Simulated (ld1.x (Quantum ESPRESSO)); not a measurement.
## Configuration tests for I (TM)

| Quantity | Value |
| --- | --- |
| Element | I (Z = 53) |
| Generator | ld1.x (Quantum ESPRESSO) 7.5 |
| Type | norm-conserving Troullier–Martins (Kleinman–Bylander form) |
| Functional | PBEsol |
| Relativity | scalar-relativistic |
| Frozen core | [Kr] |
| Valence charge | 17 |
| Reference configuration | 4d10 5s1.5 5p5.5 |
| Partial waves | 5p (bound): rc 1.55 bohr; 4d (bound): rc 1.35 bohr; 5s (bound): rc 1.30 bohr |
| Local potential | the s channel |
| Core correction | Bessel-smoothed model core, default radius (core density twice the valence density) |

Energies are relative to the spin-unpolarised reference configuration 4d10 5s1.5 5p5.5; without spin polarisation the order of configurations can differ from experiment. The frozen-core shift is the all-electron ΔE with the core orbitals held at their reference shape minus the fully relaxed ΔE.

Problem. Give the all-electron excitation energy and the error of the potential for: 4d10 5s2 5p5; 4d10 5s2 5p4; 4d10 5s2 5p3; 4d10 5s2 5p5.3; 4d10 5s1 5p6; 4d10 5s1 5p5; 4d10 5s2 5p2.

Solution.

| valence configuration | charge | ΔE all-electron (eV) | error AE − PS (meV) | frozen-core shift (meV) |
| --- | --- | --- | --- | --- |
| 4d10 5s2 5p5 | 0 | -5.199 | -1.1 | +0.3 |
| 4d10 5s2 5p4 | +1 | 5.952 | -5.6 | +2.2 |
| 4d10 5s2 5p3 | +2 | 25.835 | -8.2 | +6.8 |
| 4d10 5s2 5p5.3 | -0.3 | -6.985 | 0.0 | -0.1 |
| 4d10 5s1 5p6 | 0 | 5.247 | -2.1 | +0.1 |
| 4d10 5s1 5p5 | +1 | 16.962 | -3.0 | +2.5 |
| 4d10 5s2 5p2 | +3 | 55.221 | +0.3 | +16 |

A variational frozen-core shift is positive and of second order in the change. This column holds negative values, so the frozen-core run of ld1.x carries numerical noise or an error of first order here, and the column gives no more than the rough size of the effect.

Note: ghost state, extra bound levels that the all-electron valence spectrum of the same l lacks: p at -253.4 eV. A true bound ghost makes a file unfit for plane-wave use.
